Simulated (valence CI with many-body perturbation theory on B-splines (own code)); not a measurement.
# Mn⁺: calculation against measured levels

Calculated by valence CI with perturbative core correlation (CI+MBPT): six valence electrons over a frozen Dirac-Fock core [Ar], a basis of 7 s, 7 p, 8 d, 6 f, 4 g, 1 h functions for each j, with the one-electron correlation potential Σ1, the two-electron term Σ2, the three-electron term Σ3, Breit, model QED; selected CI, second order for the rest, scaled by the run's own slope (own B-spline code, finite nucleus).

Against 6 measured levels this calculation errs by 2990 cm⁻¹ on average and by 3626 at most. Not all symmetries were solved, so the list stops early. Among the levels kept, up to 3900 cm⁻¹ of a level comes from second order outside the variational space, and about a tenth of that is noise between levels of different J, which matters for small intervals. Only levels of the ground parity were solved; by the run's estimate the other parity begins above the list, which can be wrong where configurations are misplaced.

Measured levels: NIST Handbook of Basic Atomic Spectroscopic Data (Sansonetti and Martin, J. Phys. Chem. Ref. Data 34, 1559 (2005)). Pairs share parity and J, and are chosen by configuration, term and nearness in energy; levels without a clear partner are left out. Energies in cm⁻¹ above the measured ground level. The last column is blank where CI alone has no clear partner.

```tsv
Computed label	Label in the source	Measured	Computed	Difference	CI alone, difference
3d5 4s 7S_3	3d5(6S) 4s a 7S	0	0.0	0	0
3d5 4s 5S_2	3d5(6S) 4s a 5S	9473.0	9388.1	-85	+667
3d6 5D_4	3d6 a 5D	14325.9	17951.8	+3626	
3d6 5D_3	3d6 a 5D	14593.8	18130.4	+3537	
3d6 5D_2	3d6 a 5D	14781.2	18326.4	+3545	
3d6 5D_1	3d6 a 5D	14901.2	18482.2	+3581	
3d6 5D_0	3d6 a 5D	14959.8	18524.8	+3565
```

Over 6 excited levels the mean absolute difference is 2990 cm⁻¹, the median 3555 and the largest 3626. The comparison draws on a selection of the measured levels: 7 of the 7 computed ones have a partner in it, and others may be off by more.
